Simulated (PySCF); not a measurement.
Delta-SCF ions had no search for a lower state. Excitations are Tamm–Dancoff values on a coarser integration grid. The basis has no diffuse functions, so Rydberg states are missing or too high.

Cartesian coordinates (Å):
```xyz
10

C     -1.3192    -0.3632     0.5075
C     -0.8638     0.6262    -0.2580
O      0.4068     0.8516    -0.6618
C      1.3928    -0.0706    -0.2256
H     -0.6904    -1.1406     0.9150
H     -2.3729    -0.4001     0.7398
H     -1.5182     1.3934    -0.6535
H      2.3368     0.2697    -0.6436
H      1.1712    -1.0794    -0.5863
H      1.4568    -0.0869     0.8664
```
Charge 0, multiplicity 1.

Task: Estimate the HOMO, HOMO–LUMO gap, S1–T1 gap (TDA), brightest of the four lowest singlets (TDA), total energy, S1 oscillator strength, vertical ionisation energy (Delta-SCF) and LUMO that M06-2X/def2-TZVP // B3LYP-D3(BJ)/def2-TZVP (PySCF) returns for this input.

Result: 
- HOMO: -8.00 eV
- HOMO–LUMO gap: 9.80 eV
- S1–T1 gap (TDA): 2.68 eV
- brightest of the four lowest singlets (TDA): 7.67 eV
- total energy: -193.1021 Ha
- S1 oscillator strength: 0.050
- vertical ionisation energy (Delta-SCF): 9.16 eV
- LUMO: 1.80 eV
